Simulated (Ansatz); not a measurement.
C2H5BrSi, SMILES `C=C([SiH3])Br`. Total charge 0; spin multiplicity 1. Geometry: relaxed with PBE0-D4/def2-TZVP.

```xyz
9

C     0.758    0.694   -1.194
C     0.468   -0.270   -0.331
Si   -0.843   -0.201    0.996
Br    1.434   -1.910   -0.382
H     1.533    0.600   -1.947
H     0.203    1.626   -1.158
H    -0.212   -0.378    2.326
H    -1.830   -1.286    0.774
H    -1.510    1.125    0.916
```

Q: What is the dipole moment at PBE/def2-TZVPP? (Best estimate.)

A: Computed: 1.31 D, with components (-0.39, 1.21, -0.30) D in this frame, pointing from negative to positive charge.

Q: And with r2SCAN, B3LYP, ωB97M-V? (An estimate is asked.)

A: Ansatz gave: r2SCAN 1.44 D, B3LYP 1.42 D, ωB97M-V 1.47 D.

Q: Give the Mulliken charges with PBE, ωB97M-V, B3LYP in def2-TZVPP. (Best estimate.)

A: The calculation gave: 
```tsv
atom	PBE	ωB97M-V	B3LYP
C1	-0.19	-0.18	-0.20
C2	-0.02	-0.13	-0.07
Si3	0.21	0.18	0.28
Br4	-0.08	-0.06	-0.08
H5	0.11	0.12	0.12
H6	0.10	0.11	0.11
H7	-0.04	-0.01	-0.05
H8	-0.04	-0.01	-0.05
H9	-0.06	-0.03	-0.07
```

B3LYP here is the variant with VWN-RPA as its local correlation; programs differ in this.
